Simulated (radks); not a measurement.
The numbers below are computed, except where a source is named.
Q: Cu3+, configuration [Ar] 3d8 (the NIST ground configuration). Level of theory: non-relativistic Kohn-Sham, PBEsol, spin-polarised, spherical densities, point nucleus; open shells are filled with parallel spins first (a radial shooting solver on a logarithmic mesh with Libxc functionals). Some entries of the table are withheld. Estimate them.

| orbital | occ. | eigenvalue (hartree) | <r^2> (bohr^2) | <r> (bohr) |
|---|---|---|---|---|
| 1s up | 1 | -322.8471 | 0.003755 | 0.05294 |
| 1s down | 1 | -322.8469 | 0.003755 | 0.05294 |
| 2s up | 1 | -39.94011 | 0.06729 | 0.2389 |
| 2s down | 1 | -39.88991 | 0.06719 | 0.2388 |
| 2p up | 3 | -35.23435 | 0.05302 | 0.2080 |
| 2p down | 3 | -35.19711 | 0.05292 | 0.2078 |
| 3s up | 1 | -5.79713 | 0.5898 | 0.7151 |
| 3s down | 1 | -5.70767 | 0.5924 | 0.7166 |
| 3p up | 3 | (1) | 0.6442 | 0.7400 |
| 3p down | 3 | (2) | 0.6488 | 0.7424 |
| 3d up | 5 | -1.84660 | 0.9088 | 0.8463 |
| 3d down | 3 | -1.76144 | 0.9405 | 0.8590 |

A: 
(1) 3p up eigenvalue (hartree): -4.32737
(2) 3p down eigenvalue (hartree): -4.23897
